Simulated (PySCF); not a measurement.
**Radial density of V⁺ (vanadium, charge +1)**

TPSSh, [Ar] 3d4, high-spin 5D determinant. Calculation: PySCF 2.14, in x2c-TZVPPall (6s5p4d2f1g, 64 functions); scalar relativity by spin-free X2C-1e.

```json
{"r (bohr)": "0.00125", "4πr²ρ (e/bohr)": "0.2030", "4πr²(ρα − ρβ)": "0.0000"}
{"r (bohr)": "0.00210", "4πr²ρ (e/bohr)": "0.5183", "4πr²(ρα − ρβ)": "0.0000"}
{"r (bohr)": "0.00354", "4πr²ρ (e/bohr)": "1.305", "4πr²(ρα − ρβ)": "-0.0001"}
{"r (bohr)": "0.00595", "4πr²ρ (e/bohr)": "3.158", "4πr²(ρα − ρβ)": "-0.0001"}
{"r (bohr)": "0.0100", "4πr²ρ (e/bohr)": "7.118", "4πr²(ρα − ρβ)": "-0.0003"}
{"r (bohr)": "0.0168", "4πr²ρ (e/bohr)": "14.22", "4πr²(ρα − ρβ)": "-0.0005"}
{"r (bohr)": "0.0283", "4πr²ρ (e/bohr)": "23.23", "4πr²(ρα − ρβ)": "-0.0007"}
{"r (bohr)": "0.0477", "4πr²ρ (e/bohr)": "27.43", "4πr²(ρα − ρβ)": "-0.0008"}
{"r (bohr)": "0.0802", "4πr²ρ (e/bohr)": "22.31", "4πr²(ρα − ρβ)": "0.0001"}
{"r (bohr)": "0.135", "4πr²ρ (e/bohr)": "22.88", "4πr²(ρα − ρβ)": "0.0161"}
{"r (bohr)": "0.227", "4πr²ρ (e/bohr)": "29.58", "4πr²(ρα − ρβ)": "0.1545"}
{"r (bohr)": "0.381", "4πr²ρ (e/bohr)": "14.83", "4πr²(ρα − ρβ)": "0.7864"}
{"r (bohr)": "0.642", "4πr²ρ (e/bohr)": "10.23", "4πr²(ρα − ρβ)": "2.0407"}
{"r (bohr)": "1.08", "4πr²ρ (e/bohr)": "9.881", "4πr²(ρα − ρβ)": "2.4252"}
{"r (bohr)": "1.82", "4πr²ρ (e/bohr)": "2.407", "4πr²(ρα − ρβ)": "1.2835"}
{"r (bohr)": "3.05", "4πr²ρ (e/bohr)": "0.3374", "4πr²(ρα − ρβ)": "0.3152"}
{"r (bohr)": "5.14", "4πr²ρ (e/bohr)": "0.01862", "4πr²(ρα − ρβ)": "0.0186"}
{"r (bohr)": "8.64", "4πr²ρ (e/bohr)": "0.0001864", "4πr²(ρα − ρβ)": "0.0002"}
```

Densities and radii are taken from the X2C orbitals without a picture-change correction, which distorts them close to the nucleus.
